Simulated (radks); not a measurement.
Results of a calculation; reference values are marked as such.
Problem. Neutral krypton, [Kr]. Code: a radial shooting solver on a logarithmic mesh with Libxc functionals. Model: non-relativistic Kohn-Sham, LDA (Slater exchange, Perdew-Wang correlation), spin-polarised, spherical densities, point nucleus. Every spin shell is full or empty, so the densities are truly spherical. Functionals are evaluated on that one density, not self-consistently. Rank these orbital-free kinetic functionals by their error against the exact value of the orbitals, and give that value: Thomas-Fermi, TF + vW/9, TF + vW/5, APBEK, revAPBEK, Perdew 92, LKT, DePristo-Kress.

Solution. Exact: 2747.81 hartree. From best to worst, with 100 (|E| - |E exact|)/|E exact| (equal figures are ties): DePristo-Kress -0.09, APBEK +0.10, revAPBEK +0.32, Perdew 92 -0.72, TF + vW/9 -0.73, TF + vW/5 +3.38, Thomas-Fermi -5.88, LKT +21.72.
